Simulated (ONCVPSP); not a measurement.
**Building the ONCV potential for Cs (PBEsol, scalar-relativistic).**

- Element: caesium
- Generator: ONCVPSP 4.0.1
- Type: optimised norm-conserving Vanderbilt (ONCV)
- Functional: PBEsol
- Relativity: scalar-relativistic
- Frozen core: [Kr] 4d10
- Valence charge: 9
- Reference configuration: 5s2 5p6 6s1
- Partial waves: 5s+6s: rc 3.00 bohr, ncon 3, nbas 7, qcut 4.4 1/bohr, 2 projectors; 5p: rc 3.45 bohr, ncon 4, nbas 8, qcut 3.3 1/bohr, 1 projector; d scattering state at 0.23 Ha: rc 3.50 bohr, ncon 3, nbas 5, qcut 2.4 1/bohr, 2 projectors, debl 1.9 Ha
- Local potential: polynomial inside 2.25 bohr (lpopt 4, dvloc0 1 Ha)
- Core correction: none

All-electron outer shells of the reference configuration (PBEsol, scalar-relativistic, ld1.x):

```
shell  level (eV)  outermost node (bohr)  outermost maximum (bohr)
   5s      -26.79                   0.82                      1.54
   5p      -13.55                   0.89                      1.79
   6s       -2.08                   2.11                      4.80
```

Is a potential produced?

No. ONCVPSP 4.0.1 stopped with "test_data: must have ncon+3 <= nbas <= ncon+5, l= 2": the input breaks a rule of the program on the basis size: nbas must lie between ncon + 3 and ncon + 5.
